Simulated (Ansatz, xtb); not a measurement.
**A geometry optimisation of C2H3BF with r2SCAN-D4/def2-SVP**

The starting geometry of this gas-phase doublet was built from a drawn formula by distance geometry and a force field; its bonds are those of `[B][C@H]([CH2])F`.

```yaml
atoms:
  - { symbol: C, position_ang: [0.3160, 1.9456, -0.3523] }
  - { symbol: C, position_ang: [1.7884, 2.4896, -0.3874] }
  - { symbol: B, position_ang: [-0.5989, 2.8185, -1.2908] }
  - { symbol: F, position_ang: [0.2984, 0.6555, -0.7515] }
  - { symbol: H, position_ang: [-0.0472, 2.0540, 0.6802] }
  - { symbol: H, position_ang: [2.3594, 1.9306, 0.3407] }
  - { symbol: H, position_ang: [2.1886, 2.3625, -1.4215] }
```

**Question.** Where would you expect an optimisation with r2SCAN-D4/def2-SVP to take it?

**Answer.** It rearranges to `F[C@@H]1[B]C1`. Contacts that close: C2–B3 (2.57 → 1.53 Å).

The energy falls by 2.29 eV over 23 steps:

| step | E − E(last) (eV) |
| --- | --- |
| 1 | 2.287 |
| 3 | 1.870 |
| 6 | 1.633 |
| 8 | 1.546 |
| 11 | 1.477 |
| 13 | 0.590 |
| 16 | 0.080 |
| 18 | 0.002 |
| 21 | 0.000 |
| 23 | 0.000 |

Final geometry (Å):

```xyz
7

C     0.2319    1.6987   -0.3026
C     1.5476    2.4788   -0.5549
B     0.2130    3.0442   -1.0472
F     0.0366    0.4831   -0.8936
H    -0.0393    1.6823    0.7636
H     2.1951    2.7028    0.2990
H     2.1198    2.1663   -1.4468
```

From the same start GFN2-xTB reaches the same bonding as this run.

No frequencies were run, so the end isn't proven a minimum. Open shells are spin-unrestricted. Run with Ansatz 0.2.0, 3.8 min on 1 thread of Arm Neoverse V1, with other jobs on the host.
